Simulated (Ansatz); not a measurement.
Reaction (cleavage of the Ge–Si bond): `B[SiH]([GeH3])C=O` + `OC[TeH]` → `OC[Te][GeH3]` + `B[SiH2]C=O`

Isolated molecules relaxed with PBE0-D4/def2-TZVP in Ansatz; ΔE leaves out vibrations. CCSD(T)/CBS adds triple-zeta CCSD(T) − MP2 to the extrapolated MP2 energy (def2 sets, frozen cores). DFT in def2-TZVPP. def2 core potentials past Kr. For Ge, Te outer-core shells are correlated without core-valence functions, which leaves a few kJ/mol of doubt a bond. Scalar relativity is left out up to krypton. One conformer a species, not always the lowest.

`B[SiH]([GeH3])C=O`:

```xyz
12

B    -1.864   -0.510    0.529
Si   -0.212    0.581    0.536
Ge    0.546    0.211   -1.716
C     1.189   -0.174    1.621
O     1.895    0.473    2.348
H    -2.933   -0.029    0.301
H    -1.794   -1.697    0.660
H    -0.322    2.041    0.788
H    -0.574    0.481   -2.732
H     1.010   -1.247   -1.868
H     1.727    1.149   -2.011
H     1.333   -1.279    1.544
```

`OC[TeH]`:

Z-matrix (Å, degrees):
```
C
Te 1 2.178
O 1 1.388 2 115.2
H 1 1.088 2 105.4 3 -118.4
H 1 1.093 2 105.3 3 126.2
H 2 1.658 1 93.0 3 -98.8
H 3 0.961 1 109.1 2 58.2
```

`OC[Te][GeH3]`:

Cartesian coordinates in Å:
```
O 0.582 2.067 -0.882
C -0.549 1.265 -0.845
Te -0.238 -0.804 -1.483
Ge 0.235 -1.645 0.876
H 1.251 1.699 -0.298
H -1.016 1.211 0.142
H -1.265 1.670 -1.558
H 1.470 -0.940 1.470
H -0.971 -1.370 1.790
H 0.503 -3.153 0.788
```

`B[SiH2]C=O`:

Cartesian coordinates in Å:
```
B 0.601 0.362 -1.519
Si -0.273 -0.687 -0.050
C -0.216 0.368 1.569
O 0.419 0.059 2.542
H 0.333 1.521 -1.646
H 1.378 -0.119 -2.288
H 0.278 -2.035 0.234
H -1.720 -0.790 -0.411
H -0.799 1.321 1.570
```

```json
{"level": "ωB97X-V", "ΔE (kJ/mol)": "-33.4"}
{"level": "MP2/def2-TZVPP", "ΔE (kJ/mol)": "-37.0"}
{"level": "SCS-MP2/def2-TZVPP", "ΔE (kJ/mol)": "-39.0"}
{"level": "CCSD/CBS(def2)", "ΔE (kJ/mol)": "-36.1"}
```

(1) What does CCSD(T)/CBS give? (An estimate is asked.)

Largest T1 diagnostic among the species: 0.016.

Answers

(1) Ansatz gave: -33.9 kJ/mol. The listed levels differ from it by 0.5, -3.1, -5.1, -2.2 kJ/mol.

From PBE to PBE0 (25 % exact exchange), in def2-TZVPP and without D4, ΔE moves by −5.0 kJ/mol. In def2-TZVPP, CCSD(T) changes the Hartree–Fock value by +20.6 kJ/mol (the triples alone add +2.1 kJ/mol) and MP2 by +13.6 kJ/mol.
